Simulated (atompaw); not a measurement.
# u(r) = r·R(r): atom against pseudo-atom (Hf)

Columns: radius, all-electron u(r) and pseudo u(r) of the 5d shell (level -2.87 eV) of hafnium in the configuration [Kr] 4d10 4f14 5s2 5p6 5d2 6s2 6p0; LDA (PW92), scalar-relativistic, PAW (atompaw) scheme, atompaw 4.2.0.5.

```json
{"r (bohr)": "0.106", "all-electron": "0.1749", "pseudo": "0.0004"}
{"r (bohr)": "0.212", "all-electron": "0.0198", "pseudo": "0.0033"}
{"r (bohr)": "0.317", "all-electron": "-0.2103", "pseudo": "0.0109"}
{"r (bohr)": "0.423", "all-electron": "-0.2702", "pseudo": "0.0252"}
{"r (bohr)": "0.529", "all-electron": "-0.1895", "pseudo": "0.0474"}
{"r (bohr)": "0.635", "all-electron": "-0.0463", "pseudo": "0.0782"}
{"r (bohr)": "0.740", "all-electron": "0.1070", "pseudo": "0.1171"}
{"r (bohr)": "0.846", "all-electron": "0.2485", "pseudo": "0.1640"}
{"r (bohr)": "0.952", "all-electron": "0.3673", "pseudo": "0.2171"}
{"r (bohr)": "1.058", "all-electron": "0.4617", "pseudo": "0.2744"}
{"r (bohr)": "1.163", "all-electron": "0.5328", "pseudo": "0.3329"}
{"r (bohr)": "1.269", "all-electron": "0.5850", "pseudo": "0.3913"}
{"r (bohr)": "1.375", "all-electron": "0.6209", "pseudo": "0.4464"}
{"r (bohr)": "1.481", "all-electron": "0.6436", "pseudo": "0.4961"}
{"r (bohr)": "1.587", "all-electron": "0.6558", "pseudo": "0.5383"}
{"r (bohr)": "1.692", "all-electron": "0.6597", "pseudo": "0.5716"}
{"r (bohr)": "1.798", "all-electron": "0.6572", "pseudo": "0.5957"}
{"r (bohr)": "1.904", "all-electron": "0.6498", "pseudo": "0.6103"}
{"r (bohr)": "2.010", "all-electron": "0.6388", "pseudo": "0.6159"}
{"r (bohr)": "2.115", "all-electron": "0.6251", "pseudo": "0.6136"}
{"r (bohr)": "2.221", "all-electron": "0.6094", "pseudo": "0.6048"}
{"r (bohr)": "2.327", "all-electron": "0.5922", "pseudo": "0.5912"}
{"r (bohr)": "2.433", "all-electron": "0.5742", "pseudo": "0.5744"}
{"r (bohr)": "2.538", "all-electron": "0.5557", "pseudo": "0.5560"}
{"r (bohr)": "2.644", "all-electron": "0.5367", "pseudo": "0.5368"}
{"r (bohr)": "2.750", "all-electron": "0.5176", "pseudo": "0.5176"}
```

How many radial nodes do the two functions have?

The all-electron 5d function has n − l − 1 = 2; the pseudo-wave has 0, since the states of the same l below it are removed with the core.

Where does each function peak?

Outermost all-electron maximum near 1.69 bohr, pseudo maximum near 2.01 bohr (to the table’s step).

Is the pseudo-wave norm-conserving?

No, it belongs to a PAW set: the norm inside the radius is not constrained, and the difference is carried by the augmentation charge.
